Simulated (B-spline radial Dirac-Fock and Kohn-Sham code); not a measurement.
EELS cross sections of the Er N2 (4p1/2) edge

System: neutral erbium, configuration [Xe] 4f12 6s2. Method: the first Born approximation with generalised oscillator strengths from a Dirac-Hartree-Slater potential (longitudinal and transverse terms; continuum final states only, so no white lines or fine structure). Computed with a radial atomic solver. The edge is taken at 366.2 eV (tabulated value).

Partial cross sections σ(β, Δ) in barn, integrated over a window Δ above the edge and up to the collection semi-angle β, for parallel illumination:

```
E₀ (kV)  β (mrad)  Δ = 25 eV  Δ = 50 eV  Δ = 100 eV  Δ = 200 eV  Δ = 300 eV
     60       100        562       1080        1880        3100        4100
     80         5       71.1        131         229         366         453
     80        20        201        373         653        1080        1400
     80        50        369        692        1180        1920        2500
    100         5       73.2        135         238         384         480
    120         5       74.2        138         243         396         498
    120        10        120        223         396         658         845
    120        50        314        596        1030        1680        2210
    120       100          ?          ?           ?           ?           ?
    200        10        111        207         368         616         800
    200        50        254        488         854        1410        1870
    200       100        266        514         908        1520        2030
    300         5       76.2        142         255         427         552
    300        10        108        202         357         599         782
```

**Question.** Give the row for 120 kV and 100 mrad.

**Answer.** 357 b for 25 eV, 691 b for 50 eV, 1220 b for 100 eV, 2020 b for 200 eV, 2700 b for 300 eV.
